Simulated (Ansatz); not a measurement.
Born–Oppenheimer molecular dynamics of C2H7BFN (12 atoms, charge 0, multiplicity 1). It goes on from the last frame of an earlier run, with new velocities.

Level of theory: UKS PBE0/STO-3G in Ansatz.

| Item | Value |
| --- | --- |
| ensemble | NVT, Nosé–Hoover chain |
| time step | 0.5 fs |
| steps asked | 150 |
| set temperature | 1500 K |
| thermostat | time constant 100 fs, chain length 3 (defaults) |
| temperature schedule | 37 steps to 1500 K, then 113 steps to 375 K |
| seed | 389777 |

First frame:

```xyz
12
Properties=species:S:1:pos:R:3
B -0.282 1.575 -0.163
N 0.026 0.203 -0.059
C 0.306 -0.447 1.216
C -0.057 -0.797 -1.157
F -1.162 -1.594 -0.841
H -0.180 2.265 0.766
H -0.699 1.932 -1.180
H 1.200 -1.046 1.161
H 0.366 0.321 1.986
H -0.550 -1.108 1.441
H 0.899 -1.382 -1.330
H -0.258 -0.219 -2.102
```

Task: How far do the bonds stretch over the last three quarters of this one trajectory? (Pairs bonded in most of those frames.)

Result: 
```csv
bond,mean (Å),spread (Å),shortest,longest
B1–N2,1.392,0.026,1.34,1.45
B1–H6,1.186,0.059,1.09,1.26
B1–H7,1.182,0.035,1.13,1.23
N2–C3,1.514,0.079,1.40,1.65
N2–C4,1.497,0.042,1.42,1.58
C3–H8,1.119,0.069,1.01,1.23
C3–H9,1.111,0.033,1.05,1.17
C3–H10,1.111,0.024,1.06,1.16
C4–F5,1.398,0.026,1.35,1.44
C4–H11,1.123,0.043,1.06,1.19
C4–H12,1.118,0.028,1.07,1.17
```

Mean temperature of the second half: 998 K. The conserved energy stayed within 0.94 meV per atom of its start (net change 0.63 meV per atom), so the integration is sound. The schedule's set-point averaged 748 K over the second half and the system 998 K, so it lags behind the ramp. A run of 0.075 ps of so small a system gives no equilibrium averages. Limits of this set-up: minimal basis.

The run took 6.6 min on 1 thread of Arm Neoverse V2, with other jobs on the host, peak memory 0.12 GiB.
